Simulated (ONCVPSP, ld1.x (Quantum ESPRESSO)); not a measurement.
Potentials for cadmium compared

Generated with ld1.x 7.5 (TM, RRKJ, ultrasoft, PAW), atompaw 4.2 or ONCVPSP 4.0.1. The cutoff is in Ry: for ld1.x and atompaw files where the sum of valence levels is converged to 10 mRy in a Bessel basis, for ONCV files where the hardest occupied wave has 1 mHa per electron of residual kinetic energy. The error is the largest all-electron minus pseudo excitation energy over each file’s own four to seven test configurations (ionisations up to +4, promotions, holes and added fractions of an electron), all of which were solved. The labels leave out finer settings (local radius, basis sizes, second energies), which also bear on the numbers. Spin-polarised tests are not counted. The rows are a selection from randomly drawn settings: files with unsolved tests, undetermined cutoffs or missed reference levels are left out.

| potential | cutoff (Ry) | largest error (meV) | bound ghosts |
| --- | --- | --- | --- |
| ONCV, PBEsol, scalar-relativistic, rc 1.55/1.50/1.50 (spd), local p, core correction yes, reference 4s2 4p6 4d10 5s2, qcut 9.2/10.4/11.4, projectors 2/0/2 | 74 | -10 | none |
| ONCV, BLYP, scalar-relativistic, rc 1.55/1.20/1.85 (spd), local smoothed, core correction yes, reference 4s2 4p6 4d10 5s1.5, qcut 6.4/14.2/8.1, projectors 2/2/1 | 123 | +9.6 | none |
| ONCV, revPBE, scalar-relativistic, rc 2.30/2.20/1.85 (spd), local smoothed, core correction yes, reference 4d10 5s2, qcut 2.5/3.6/9.9, projectors 3/2/2 | 61 | -87 | none |
| TM, PBE, scalar-relativistic, rc 1.45/1.05/1.00 (spd), local d, core correction no, reference 4s2 4p6 4d9 5s0 5p0 | 160 | +2109 | none |
| ONCV, LDA (Perdew-Zunger), scalar-relativistic, rc 1.70/1.45/1.65 (spd), local smoothed, core correction yes, reference 4s2 4p6 4d10 5s2, qcut 7.5/10.2/7.4, projectors 2/2/2 | 54 | -12 | none |
| ONCV, LDA (Perdew-Zunger), fully relativistic, rc 1.40/1.00/1.60 (spd), local smoothed, core correction yes, reference 4s2 4p6 4d10 5s2, qcut 9.4/8.4/9.3, projectors 3/2/1 | 164 | -2.1 | none |
| ONCV, PBE, scalar-relativistic, rc 1.35/1.05/1.85 (spd), local smoothed, core correction yes, reference 4s2 4p6 4d10 5s2, qcut 8.1/9.1/9.7, projectors 2/2/2 | 78 | -10 | none |

Problem. Fill in the row for Cd: ONCV, PBE, scalar-relativistic, rc 1.60/0.95/1.10 (spd), local smoothed, core correction yes, reference 4s2 4p6 4d10 5s2, qcut 7.9/9.3/10.2, projectors 3/2/2.

Solution. cutoff 159 Ry, largest error -15 meV, bound ghosts: none.
